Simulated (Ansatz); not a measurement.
Be₇O₈⁺. The state is a doublet with charge 1. Geometry PBE-D4/def2-SVP, that of the neutral singlet.

```xyz
15

Be    0.478    0.025    1.933
Be   -1.554   -0.929   -1.394
Be   -0.710    1.708    0.651
Be   -1.398   -0.619    0.945
Be    0.765   -1.248   -0.376
Be    2.164    0.582    0.536
Be    0.510    0.871   -1.382
O     1.836    0.708    1.926
O    -0.089    2.022   -0.622
O    -0.985    0.745    1.768
O     1.726   -0.011   -0.779
O    -2.353   -0.763   -0.200
O    -0.404   -0.190   -2.283
O     0.113   -1.290    1.021
O    -0.099   -1.611   -1.742
```

LC-ωPBE has ω = 0.4 bohr⁻¹. The structure holds 1 bond(s) between oxygen atoms. At PBE-D4/def2-TZVP the gap within one spin of the charge 1 doublet nearly closes, so an electron or hole may be smeared out by delocalisation error. The structure comes from a short search, and lower isomers may exist.

(1) Estimate the α-spin orbital energies around the gap (eV) in Ansatz with PBE-D4/def2-TZVP, PBE0-D4/def2-TZVP, LC-ωPBE/def2-TZVP.

## Answers

(1) 
```
orbital  PBE-D4/def2-TZVP  PBE0-D4/def2-TZVP  LC-ωPBE/def2-TZVP
 HOMO−5            -12.75             -14.53             -17.24
 HOMO−4            -12.57             -14.36             -16.76
 HOMO−3            -12.54             -14.25             -16.11
 HOMO−2            -12.38             -13.96             -15.78
 HOMO−1            -11.99             -13.52             -15.68
   HOMO            -11.92             -13.46             -15.11
   LUMO             -8.21              -6.58              -4.56
 LUMO+1             -6.15              -5.29              -3.58
 LUMO+2             -5.32              -4.50              -2.76
 LUMO+3             -5.11              -4.24              -2.29
 LUMO+4             -5.03              -4.06              -2.12
 LUMO+5             -4.56              -3.71              -1.89
 β HOMO            -11.74             -12.74             -15.04
 β LUMO            -11.74             -11.58             -10.12
```
